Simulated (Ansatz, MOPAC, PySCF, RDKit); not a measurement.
Torsion H4–O1–Ge2–F3 in FGeHO (SMILES [OH][Ge][F]); at each angle all else is relaxed with GFN2-xTB, and the levels are single points there.
Geometry at 0° (charge 0, multiplicity 1):
| atom | x (Å) | y (Å) | z (Å) |
|---|---|---|---|
| O | -0.9429 | 0.2159 | 0.2106 |
| Ge | 0.6350 | 0.8875 | -0.1037 |
| F | 1.1248 | -0.3210 | -1.4110 |
| H | -1.3399 | -0.5434 | -0.2142 |

| level | energy at 300° less that at 0° (kcal/mol) | minus CCSD(T)/CBS(cc-pVTZ, cc-pVQZ) |
|---|---|---|
| UFF | 0.00 | -7.64 |
| PM7 | -0.31 | -7.95 |
| HF/STO-3G | 15.41 | 7.77 |
| HF/3-21G | 3.54 | -4.11 |
| HF/cc-pVTZ | 7.84 | 0.19 |
| PBE/def2-TZVPP | 7.69 | 0.05 |
| r2SCAN-D3(BJ)/def2-TZVPP | 7.78 | 0.13 |
| B3LYP-D3(BJ)/def2-TZVPP | 7.58 | -0.06 |
| PBE0/def2-TZVPP | 7.68 | 0.04 |
| M06-2X/def2-TZVPP | 7.33 | -0.31 |
| MP2/cc-pVDZ | 8.64 | 0.99 |
| MP2/cc-pVTZ | 8.19 | 0.54 |
| CCSD/cc-pVTZ | 8.24 | 0.60 |
| CCSD(T)/CBS(cc-pVTZ, cc-pVQZ) | 7.64 | 0.00 |

 The comparison column counts from a level with limits of its own.

The rows run from -0.31 (PM7) to 15.41 kcal/mol (HF/STO-3G). From cc-pVDZ to cc-pVTZ MP2 changes by -0.45. The 3 functionals in def2-TZVPP without D3 or D4 span 0.36, from M06-2X to PBE.

On the grid 0° to 330°, 300° is the highest and 0° the lowest point at CCSD(T)/CBS(cc-pVTZ, cc-pVQZ).

Correlated levels freeze the cores. Filled d and f shells under p-block atoms count as core. CBS: X⁻³ extrapolation of the correlation energy, Hartree–Fock from the larger set. Rows in 3-21G, STO-3G carry no dispersion term and start afresh at each structure; the Pople sets are all-electron and without relativity. The state that PM7 reach isn't checked; PM7 holds dispersion and hydrogen-bond terms.

Run with Ansatz (a first-principles code); MOPAC for PM7 (differences of heats of formation); PySCF for 3-21G rows, M06-2X, STO-3G rows, the dispersion terms; RDKit for the force fields. Values without a source in brackets are computed.
